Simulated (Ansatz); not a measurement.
Molecule: difluorosilane, sum formula SiH2F2, net charge 0, singlet state. SMILES: F[SiH2]F
Geometry: optimised at B3LYP-D3(BJ)/def2-TZVP (Ansatz, an electronic-structure program).

Computed values are from Ansatz. Correlated levels leave the core frozen unless marked. Open shells are spin-unrestricted. No spin-orbit coupling. No relativistic terms. CBS(X,Y): correlation extrapolated as X^-3; Hartree-Fock from the larger set. The bracket is a focal-point correction in the basis named.

```json
{
  "atomisation energy De": "1873.9 kJ/mol at CCSD(T)/CBS(cc-pV(T+d)Z,cc-pV(Q+d)Z)",
  "vertical ionisation energy (to the doublet)": "13.18 eV at RI-MP2/CBS(aug-cc-pV(T+d)Z,aug-cc-pV(Q+d)Z)+[CCSD(T)-MP2]/aug-cc-pV(T+d)Z",
  "total_energy": "-489.9853 Eh at CCSD(T)/CBS(cc-pV(T+d)Z,cc-pV(Q+d)Z)",
  "dipole_moment": "1.57 D at CCSD(T)/aug-cc-pV(D+d)Z",
  "T1 diagnostic": "0.011 at CCSD/cc-pV(Q+d)Z"
}
```
